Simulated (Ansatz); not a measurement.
The first iterations of a band of BrH + Cl4FHW (9 atoms, charge 0, multiplicity 1).

The calculation used RKS PBE/def2-SVP (Ansatz).

| Item | Value |
| --- | --- |
| movable images | 5 |
| climbing image | yes |
| spring | 0.5 eV/Å² |
| optimiser | quadratic models (default) |
| start path | through a guess of the saddle point |
| force threshold | 0.05 eV/Å |
| iteration limit | 60 |
| end points | relaxed |

First end point:

```xyz
9
Properties=species:S:1:pos:R:3
W 0.029 -0.155 -0.108
F -0.261 0.040 1.769
H 1.447 -0.468 -0.954
Cl 1.256 1.768 0.240
Cl -2.142 -0.964 -0.309
Cl 0.735 -2.291 0.373
Cl -0.315 0.627 -2.260
Br -2.612 2.558 1.770
H -1.787 1.503 2.300
```

Last end point:

```xyz
9
Properties=species:S:1:pos:R:3
W -0.304 0.296 -0.252
F -0.854 -0.478 2.253
H 0.800 0.534 0.993
Cl 1.313 1.947 -0.783
Cl -2.437 -0.625 -0.295
Cl 0.742 -1.711 0.020
Cl -0.254 0.087 -2.561
Br -1.384 2.203 1.030
H -1.271 0.365 2.415
```

| iteration | highest image above the first end (eV) | largest band force component (eV/Å) |
| --- | --- | --- |
| 1 | 8.500 | 7.750 |
| 2 | 6.175 | 5.323 |
| 3 | 3.976 | 2.500 |
| 4 | 3.042 | 1.901 |
| 5 | 2.805 | 2.221 |
| 6 | 2.569 | 2.233 |
| 7 | 1.716 | 1.348 |
| 8 | 1.423 | 1.010 |
| 9 | 1.251 | 0.750 |
| 10 | 1.039 | 0.612 |
| 11 | 0.886 | 0.527 |
| 12 | 0.977 | 0.497 |
| 13 | 0.965 | 0.592 |
| 14 | 0.905 | 0.475 |
| 15 | 0.856 | 0.383 |

Task: Does the band converge within its limit, and where does its top end?

Result: The run converged. It ended after 46 iterations with the highest image 0.483 eV above the first end. The profile has 2 maxima (images 1, 5) with wells between them (image 3): this band takes more than one step, which may be the mechanism or a detour left from its start path. Another band between the same ends (5 images) ends at a top of the same energy, where a vibrational analysis finds 1 clearly imaginary mode. The orbitals stay closed-shell, which can raise the energy where a bond breaks towards radicals; this wasn't checked here.

The run took 14 min on 4 threads of Arm Neoverse V1, on a shared host, peak memory 0.33 GiB.
